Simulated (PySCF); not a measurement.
Gas-phase reaction: 2 TaCl₃NH + 2 N + 2 TaCl₅ + 3 H₂ = 4 TaCl₄NH₂

Method: PySCF energies plus ideal-gas RRHO corrections (1 bar). † marks an energy on the PBE0/def2-TZVP geometry and frequencies; other levels use their own. MP2 and CCSD(T) freeze the core. Open shells (unrestricted): N (multiplicity 4); the rest are closed-shell singlets. Ta: scalar-relativistic def2 core potential, no spin-orbit coupling. TaCl₃NH, TaCl₄NH₂: computed as isolated molecules; such fragments, hydroxides, amides, oligomers or adducts are transient or little studied in the gas. MP2 isn't extrapolated to the basis-set limit; its ΔH°(298 K) is -1106.2 kJ in def2-SVP and -1190.8 kJ in def2-TZVPP. CCSD(T) isn't extrapolated to the basis-set limit. The harmonic model lacks anharmonicity and excited electronic states, which grow with temperature; levels with a mode under 35 cm⁻¹ are left out. Soft modes under 120 cm⁻¹ make the harmonic entropy rough for TaCl₃NH, TaCl₅, TaCl₄NH₂.

```tsv
level	ΔE electronic, kJ	ΔH°(298 K), kJ	ΔS°(298 K), J/K	ΔG°(1400 K), kJ
BLYP/def2-TZVP†	-1292	-1196	-600	-339
CCSD(T)/def2-SVP†	-1198	-1103	-600	-245
M06-2X/def2-TZVP†	-1354	-1258	-600	-400
MP2/def2-TZVPP†	-1286	-1191	-600	-333
PBE/def2-SVP	-1423	-1333	-594	-488
PBE0/def2-SVP†	-1386	-1290	-600	-432
PBE0/def2-TZVP	-1358	-1263	-600	-405
r2SCAN/def2-TZVP†	-1334	-1239	-600	-381
LDA/def2-TZVP†	-1683	-1588	-600	-730
ωB97X-V/def2-TZVP†	-1372	-1276	-600	-419
```
ΔH° is lowest at LDA/def2-TZVP† and highest at CCSD(T)/def2-SVP†. No reference value is set beside these.
